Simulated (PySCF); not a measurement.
InI3, SMILES [I][In]([I])[I].

The structure is a stationary point at PBE0-D3(BJ)/def2-SVP. The isomer is the one that the SMILES or the coordinates give; other isomers of the formula were not compared. The def2 effective core potentials stand for the cores of I, In; spin–orbit coupling is left out.

Two levels are set side by side: PBE/def2-TZVP (PySCF) and CAM-B3LYP/def2-TZVP (PySCF). Same geometry, gas phase. Differences are taken from unrounded values.

| quantity | PBE |
|---|---|
| orbital gap (eV) | 2.86 |
| highest occupied level (eV) | -6.71 |
| lowest empty level (eV) | -3.85 |
| mean polarisability (bohr³) | 149.4 |

Problem. These are the PBE values. What does CAM-B3LYP give? (Estimate from the structure and the level; the computed values follow.)

Solution. 
```json
[
 {"quantity": "orbital gap (eV)", "CAM-B3LYP": "6.80", "PBE minus CAM-B3LYP": "-3.94"},
 {"quantity": "highest occupied level (eV)", "CAM-B3LYP": "-9.08", "PBE minus CAM-B3LYP": "2.36"},
 {"quantity": "lowest empty level (eV)", "CAM-B3LYP": "-2.27", "PBE minus CAM-B3LYP": "-1.58"},
 {"quantity": "mean polarisability (bohr³)", "CAM-B3LYP": "141.7", "PBE minus CAM-B3LYP": "7.7"}
]
```

Without exact exchange PBE keeps part of each electron's self-repulsion, which lifts occupied levels and narrows the gap. Loosely held outer electrons make PBE densities more polarisable. Differences between two approximate levels are no errors against the true value.

Rough cost on one machine, each run with all the roots and properties that it gave: CAM-B3LYP against PBE within a factor of 2.
